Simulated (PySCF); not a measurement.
H₃ClSe₂Si (SMILES Cl[SiH]([SeH])[SeH]), singlet, geometry from GFN2-xTB, with bond 6-3 at 2.4 times its length; CASSCF(4,6)/STO-3G in PySCF.

Here is a job for PySCF.
```python
from pyscf import gto, scf, mcscf
import numpy

mol = gto.M(
    atom='''
Si    0.17156153   -0.40696627   -0.59019049
Cl   -0.18205925   -2.31832282   -0.08320386
Se    1.74767557    0.37860804    0.87844986
Se   -1.73399168    0.88236068   -0.57665836
H     0.65135506   -0.29794892   -1.95919792
H     1.30388643    3.70474723    0.07252364
H    -1.98622540    0.76952897    0.83277182
''',
    basis='sto-3g',
    verbose=4,
)

mf = scf.RHF(mol)
mf.kernel()
mc = mcscf.CASSCF(mf, 6, 4)
mc.fix_spin_(ss=0.0)
mc.kernel()
occ = numpy.linalg.eigvalsh(mc.fcisolver.make_rdm1(mc.ci, mc.ncas, mc.nelecas))[::-1]
ss = mc.fcisolver.spin_square(mc.ci, mc.ncas, mc.nelecas)[0]
print('natural occupations', occ.round(4), ' <S^2>', round(ss, 4))
```

Output, abridged:

```
PySCF version 2.14.0

[INPUT] verbose = 4
[INPUT] num. atoms = 7
[INPUT] num. electrons = 102
[INPUT] charge = 0
[INPUT] spin (= nelec alpha-beta = 2S) = 0
[INPUT] symmetry False subgroup None
[INPUT] Mole.unit = angstrom
[INPUT] Symbol           X                Y                Z      unit          X                Y                Z       unit  Magmom
[...]
nuclear repulsion = 671.85019678355
number of shells = 29
number of NR pGTOs = 171
number of NR cGTOs = 57
basis = sto-3g
ecp = {}

******** <class 'pyscf.scf.hf.RHF'> ********
method = RHF
initial guess = minao
damping factor = 0
level_shift factor = 0
DIIS = <class 'pyscf.scf.diis.CDIIS'>
diis_start_cycle = 1
diis_space = 8
diis_damp = 0
SCF conv_tol = 1e-09
SCF conv_tol_grad = None
SCF max_cycles = 50
direct_scf = True
direct_scf_tol = 1e-13
Set gradient conv threshold to 3.16228e-05
Initial guess from minao.
init E= -5481.6224877308
[...]
cycle= 1 E= -5488.44928294969  delta_E= -6.83  |g|= 0.542  |ddm|= 3.24
[...]
cycle= 2 E= -5488.44122933675  delta_E= 0.00805  |g|= 0.359  |ddm|= 3.42
[...]
cycle= 3 E= -5488.59205222664  delta_E= -0.151  |g|= 0.22  |ddm|= 3.13
[...]
cycle= 4 E= -5488.50177050079  delta_E= 0.0903  |g|= 0.205  |ddm|= 3.06
[...]
cycle= 5 E= -5488.6056081231  delta_E= -0.104  |g|= 0.195  |ddm|= 3.05
[...]
cycle= 6 E= -5488.61227293479  delta_E= -0.00666  |g|= 0.196  |ddm|= 0.108
[...]
cycle= 7 E= -5488.61294723227  delta_E= -0.000674  |g|= 0.194  |ddm|= 0.0166
[...]
cycle= 8 E= -5488.60630020436  delta_E= 0.00665  |g|= 0.195  |ddm|= 0.0983
[...]
cycle= 9 E= -5488.74725714971  delta_E= -0.141  |g|= 0.214  |ddm|= 2.36
[...]
cycle= 10 E= -5488.79206427913  delta_E= -0.0448  |g|= 0.0688  |ddm|= 0.877
[...]
cycle= 11 E= -5488.79083048351  delta_E= 0.00123  |g|= 0.084  |ddm|= 0.126
[...]
cycle= 12 E= -5488.78036293089  delta_E= 0.0105  |g|= 0.129  |ddm|= 0.158
[...]
cycle= 13 E= -5488.78875284578  delta_E= -0.00839  |g|= 0.0855  |ddm|= 0.207
[...]
cycle= 14 E= -5488.7935817323  delta_E= -0.00483  |g|= 0.0569  |ddm|= 0.124
[...]
cycle= 15 E= -5488.79459562148  delta_E= -0.00101  |g|= 0.0537  |ddm|= 0.0573
[...]
cycle= 16 E= -5488.78947528812  delta_E= 0.00512  |g|= 0.0621  |ddm|= 0.36
[...]
cycle= 17 E= -5488.79130406811  delta_E= -0.00183  |g|= 0.0269  |ddm|= 0.135
[...]
cycle= 18 E= -5488.776452724  delta_E= 0.0149  |g|= 0.0969  |ddm|= 0.734
[...]
cycle= 19 E= -5488.72641304364  delta_E= 0.05  |g|= 0.218  |ddm|= 0.787
[...]
[...]
SCF not converged.
CASCI E = -5489.02415159805  S^2 = 0.0000000
[...]
               |grad[o]|=0.00182  |grad[c]|=0.00405  |ddm|=0.00339  |maxRot[o]|=0.0335
macro iter  11 ( 20 JK    4 micro), CASSCF E = -5489.03836372354  dE = -3.60986369e-05  S^2 = 0.0000000
               |grad[o]|=0.000966  |grad[c]|=0.000995  |ddm|=0.0015  |maxRot[o]|=0.0191
macro iter  12 ( 20 JK    4 micro), CASSCF E = -5489.03849658906  dE = -1.32865524e-04  S^2 = 0.0000000
               |grad[o]|=0.000297  |grad[c]|=0.0036  |ddm|=0.025  |maxRot[o]|=0.113
macro iter  13 ( 10 JK    3 micro), CASSCF E = -5489.03878537844  dE = -2.88789374e-04  S^2 = 0.0000000
               |grad[o]|=0.00112  |grad[c]|=0.00116  |ddm|=0.0417  |maxRot[o]|=0.101
macro iter  14 ( 16 JK    4 micro), CASSCF E = -5489.03940760003  dE = -6.22221592e-04  S^2 = 0.0000000
               |grad[o]|=0.00119  |grad[c]|=0.00864  |ddm|=0.088  |maxRot[o]|=0.193
macro iter  15 ( 15 JK    4 micro), CASSCF E = -5489.03967198820  dE = -2.64388173e-04  S^2 = 0.0000000
               |grad[o]|=0.00322  |grad[c]|=0.00564  |ddm|=0.0366  |maxRot[o]|=0.103
macro iter  16 ( 15 JK    4 micro), CASSCF E = -5489.03970913897  dE = -3.71507676e-05  S^2 = 0.0000000
               |grad[o]|=0.00118  |grad[c]|=0.0017  |ddm|=0.00782  |maxRot[o]|=0.0295
macro iter  17 ( 15 JK    4 micro), CASSCF E = -5489.03973090828  dE = -2.17693087e-05  S^2 = 0.0000000
               |grad[o]|=0.000786  |grad[c]|=0.00158  |ddm|=0.00333  |maxRot[o]|=0.0161
macro iter  18 ( 11 JK    3 micro), CASSCF E = -5489.03974458553  dE = -1.36772560e-05  S^2 = 0.0000000
               |grad[o]|=0.000356  |grad[c]|=0.000184  |ddm|=0.00272  |maxRot[o]|=0.0271
macro iter  19 ( 15 JK    3 micro), CASSCF E = -5489.03974665073  dE = -2.06520053e-06  S^2 = 0.0000000
               |grad[o]|=0.000195  |grad[c]|=0.000127  |ddm|=0.000551  |maxRot[o]|=0.0075
macro iter  20 (  1 JK    1 micro), CASSCF E = -5489.03974665263  dE = -1.89356797e-09  S^2 = 0.0000000
               |grad[o]|=2.8e-05  |grad[c]|=4.22e-05  |ddm|=3.05e-05  |maxRot[o]|=    0
1-step CASSCF converged in  20 macro (340 JK  74 micro) steps
CASSCF canonicalization
Density matrix diagonal elements [1.93840708e+00 1.13095414e+00 9.01727351e-01 1.42438832e-02
 1.37243211e-02 9.43220466e-04]
CASSCF energy = -5489.03974665263
CASCI E = -5489.03974665263  E(CI) = -3.25018397344684  S^2 = 0.0000000
natural occupations [1.9727e+00 1.1089e+00 8.9060e-01 2.6700e-02 9.0000e-04 3.0000e-04]  <S^2> 0.0
```

The run did not converge; its last values are not results.
